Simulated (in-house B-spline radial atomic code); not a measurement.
A fraction x of an electron is removed from 3d in neutral palladium, starting from [Kr] 4d10 and keeping the highest spin. Computed with a radial B-spline atomic code at the basis-set limit: non-relativistic LC-wPBE, spin-polarised, spherical fractional occupations, point nucleus.

Caution: exact exchange at fractional occupations of open shells leaves self-interaction of up to several eV.

```json
{"x": "0", "E(x) - E(0) (eV)": "0.0000", "3d down level (eV)": "-334.760"}
{"x": "0.05", "E(x) - E(0) (eV)": "16.7734", "3d down level (eV)": "-336.180"}
{"x": "0.2", "E(x) - E(0) (eV)": "67.5240", "3d down level (eV)": "-340.509"}
{"x": "0.35", "E(x) - E(0) (eV)": "118.9313", "3d down level (eV)": "-344.937"}
{"x": "0.43", "E(x) - E(0) (eV)": "146.6223", "3d down level (eV)": "-347.338"}
{"x": "0.5", "E(x) - E(0) (eV)": "?", "3d down level (eV)": "?"}
{"x": "0.53", "E(x) - E(0) (eV)": "?", "3d down level (eV)": "?"}
{"x": "0.65", "E(x) - E(0) (eV)": "223.7738", "3d down level (eV)": "-354.069"}
{"x": "0.84", "E(x) - E(0) (eV)": "291.6111", "3d down level (eV)": "-360.030"}
{"x": "0.95", "E(x) - E(0) (eV)": "331.4073", "3d down level (eV)": "-363.539"}
{"x": "1", "E(x) - E(0) (eV)": "349.6245", "3d down level (eV)": "-365.148"}
```

Problem. What belongs in the row x = 0.5?

Solution. An energy change of 171.0100 eV; 3d down at -349.459 eV.

Problem. What belongs in the row x = 0.53?

Solution. An energy change of 181.5075 eV; 3d down at -350.374 eV.

Problem. Check Janak's theorem between x = 0.05 and 0.2.

Solution. The slope of the energy is 338.34 eV; the orbital levels give 338.34 eV (-ε of the emptying orbital, averaged over the two points).
